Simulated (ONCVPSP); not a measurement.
## oxygen: variants of one ONCV potential

Base potential:

ONCVPSP 4.0.1 input, shortened (lines: element, Z, core and valence counts, functional; n l f; lmax; l rc ep ncon nbas qcut; lloc lpopt rc5 dvloc0; l nproj debl; icmod fcfact rcfact), PBE, scalar-relativistic:

```
  O 8.00    1    2        4      upf
    1    0    2.00
    2    0    2.00
    2    1    4.00
    2
    0    0.60    0.00    4    7    9.40
    1    1.30    0.00    4    7   11.60
    2    1.40    0.06    5    8    5.80
    4    1    0.40    0.00
    0    3    0.70
    1    2    1.10
    2    2    2.70
    0    0.00    0.00
```

In the s channel the program set the typed energies aside and used -0.881, 0.250, 0.950 Ha.

Cutoffs, loose and tight: the cutoffs (Ha) at which the residual kinetic energy of the hardest occupied pseudo-wave falls to 1 and 0.1 mHa per electron. They do not see the model core or the augmentation charge, which bear on the density cutoff. Test errors are all-electron minus pseudo excitation energies from the reference, over the configurations 2s2 2p3; 2s2 2p2; 2s2 2p1; 2s1 2p5. A dash means not determined; rows that change the core or the reference have their own tests.

A true bound ghost makes a file unfit for plane-wave use even where its test errors are small: the radial tests pick states by their node count and pass the ghost by.

```tsv
change	outcome	cutoff, loose	cutoff, tight	bound ghosts	GHOST(+) flags above zero	largest test error (meV)
base	generated, projector energies reset by the program	267 Ha	345 Ha	s	s, d	+356
s: qcut 5.6	generated, projector energies reset by the program	154 Ha	323 Ha	s	s, d	+378
s: qcut 8.9	generated, projector energies reset by the program	265 Ha	344 Ha	s	s, d	+356
s: qcut 10.6	generated, projector energies reset by the program	263 Ha	344 Ha	s	s, d	+356
s: qcut 11.6	generated, projector energies reset by the program	249 Ha	340 Ha	s	s, d	+356
s: qcut 12.5	generated, projector energies reset by the program	170 Ha	334 Ha	s	s, d	+359
s: qcut 14	generated, projector energies reset by the program	101 Ha	319 Ha	s	s, d	+365
```

Problem. What comes out with this change to the base: s: qcut 6.9?

Solution. outcome: generated, projector energies reset by the program; cutoff, loose: 169 Ha; cutoff, tight: 333 Ha; bound ghosts: s; GHOST(+) flags above zero: s, d; largest test error (meV): +356.

Problem. What comes out with this change to the base: s: qcut 7.9?

Solution. outcome: generated, projector energies reset by the program; cutoff, loose: 252 Ha; cutoff, tight: 341 Ha; bound ghosts: s; GHOST(+) flags above zero: s, d; largest test error (meV): +356.

Reading the sweep of the qcut of the s channel (base included, trends over the rows without a ghost): Bound ghosts are found at 5.6, 6.9, 7.9, 8.9, 9.4, 10.6, 11.6, 12.5, 14 1/bohr. Every judged row has one, so this setting neither creates nor removes them.
